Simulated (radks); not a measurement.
The numbers below are computed, except where a source is named.
Task: The table gives one normalised radial function P(r) = r R(r) of Te27+ in [Ar] 3d7 (r in bohr). Code: a radial shooting solver on a logarithmic mesh with Libxc functionals. Model: scalar-relativistic Kohn-Sham, r2SCAN, spin-polarised, spherical densities, finite nucleus; open shells are filled with parallel spins first (spin-orbit coupling, left out, can overturn this in heavy ions); meta-GGA in the generalised Kohn-Sham scheme; Fermi nuclear charge, rms radius 4.7423 fm.

r         P
0.002541   0.0001
0.00323    0.0002
0.004107   0.0004
0.005263   0.0008
0.00669    0.0015
0.008505   0.0029
0.01081    0.0056
0.01374    0.0108
0.01761    0.0209
0.02239    0.0391
0.02846    0.0719
0.03618    0.1289
0.04637    0.2282
0.05895    0.3815
0.07494    0.6082
0.09526    0.9145
0.1211     1.2798
0.1552     1.6537
0.1973     1.9049
0.2508     1.9324
0.3188     1.6754
0.4086     1.1791
0.5194     0.6547
0.6603     0.2665
0.8394     0.0731
1.067      0.0121
1.367      0.0010
1.738      0.0000

Which n and l does it have? It may be an empty orbital.

Result: n = 3, l = 2: the number of nodes gives n - l - 1 = 0, the rise at small r (about r^(l+1), flatter next to the nucleus through relativity) gives l, and the extent must fit the shell. The curve is that of 3d down; the table hardly tells the two spins apart. 3d down: eigenvalue -1499.5 eV, 0 radial nodes, <r> = 0.277 bohr, 90 % of the charge inside 0.429 bohr.
